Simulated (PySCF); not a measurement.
One of the candidates below gave these computed data.

All candidates are C5H6F5P.

* NMR, other nuclei: isotropic shieldings of nuclei other than C and H, by class: 263 (3 F), 313 (2 F), 339 (1 P) ppm [GIAO PBE0/pcSseg-1]
* Rotational structure: rotational constants A, B, C: 1.490, 0.752, 0.658 GHz [GFN2-xTB]
* Dipole: 2.59 D [PBE0/pcSseg-1]
* 13C NMR: chemical shifts (computed TMS as zero) by class: 144.8 (1 C), 131.8 (1 C), 129.6 (1 C), 128.2 (1 C), 5.7 (1 C) ppm [GIAO PBE0/pcSseg-1]
* 1H NMR: chemical shifts (computed TMS as zero) by class: 7.02 (1 H), 6.23 (1 H), 5.77 (1 H), 1.62 (3 H) ppm [GIAO PBE0/pcSseg-1]

The electronic properties come from PySCF, for the isolated species, density fitting. Levels stand in brackets. The structure is a single GFN2-xTB conformer in the gas phase; no vibrational or solvent corrections. NMR classes are plain means over equivalent atoms (diastereotopic ones count apart unless rotation or inversion swaps them), as if these changed places fast.

Question: Which candidate is it?
A. `C=CP(C)C(F)(F)C(F)(F)F`
B. `CC/C=P\C(F)(F)C(F)(F)F`
C. `CC(C)=PC(F)(F)C(F)(F)F`

Answer: A. It is `C=CP(C)C(F)(F)C(F)(F)F`. Numbering: `[CH2:1]=[CH:2][P:3]([CH3:4])[C:5]([F:6])([F:7])[C:8]([F:9])([F:10])[F:11]`. 5 carbons fall into 5 classes; from least to most shielded: alkene CH carbon [C2] (144.8 ppm), terminal =CH2 carbon [C1] (131.8 ppm), CF3 carbon [C8] (129.6 ppm), CF2 carbon [C5] (128.2 ppm), sp3 carbon bound to phosphorus [C4] (5.7 ppm). Hydrogen classes from least to most shielded: 1 H on an alkene CH carbon, C2 (7.02 ppm), 1 H on a terminal =CH2 carbon, C1 (6.23 ppm), 1 H on a terminal =CH2 carbon, C1 (5.77 ppm), 3 H on an sp3 carbon bound to phosphorus, C4 (1.62 ppm). The other shieldings belong to: 263 ppm, fluorine of a CF3 group [F9/F10/F11]; 313 ppm, fluorine of a CF2 group [F6/F7]; 339 ppm, phosphine phosphorus [P3]. The optimised geometry has point group C1 and is an asymmetric top.

The others, at the same levels:
- `CC/C=P\C(F)(F)C(F)(F)F` fails: its computed 13C shifts are 217.4 (1 C), 129.1 (1 C), 128.0 (1 C), 34.7 (1 C), 17.1 (1 C) ppm, 1H shifts are 9.20 (1 H), 3.38 (2 H), 1.22 (3 H) ppm and rotational constant A is 1.927 GHz (against 1.490 GHz).
- `CC(C)=PC(F)(F)C(F)(F)F` fails: its computed 13C shifts are 230.9 (1 C), 129.3 (1 C), 128.6 (1 C), 34.6 (1 C), 29.7 (1 C) ppm, 1H shifts are 2.99 (3 H), 2.64 (3 H) ppm and rotational constant A is 1.824 GHz (against 1.490 GHz).

Each candidate is one conformer, not necessarily the lowest. The conformers computed, where there is a choice (atom-mapped SMILES and torsion angles):
- `[CH2:1]=[CH:2][P:3]([CH3:4])[C:5]([F:6])([F:7])[C:8]([F:9])([F:10])[F:11]`: C1–C2–P3–C4 29°, C2–P3–C5–F6 -42°, P3–C5–C8–F9 -73°
- `[CH3:1][CH2:2]/[CH:3]=[P:4]\[C:5]([F:6])([F:7])[C:8]([F:9])([F:10])[F:11]`: C1–C2–C3–P4 152°, C3–P4–C5–F6 55°, P4–C5–C8–F9 178°
- `[CH3:1][C:2]([CH3:3])=[P:4][C:5]([F:6])([F:7])[C:8]([F:9])([F:10])[F:11]`: C2–P4–C5–F6 -55°, P4–C5–C8–F9 180°
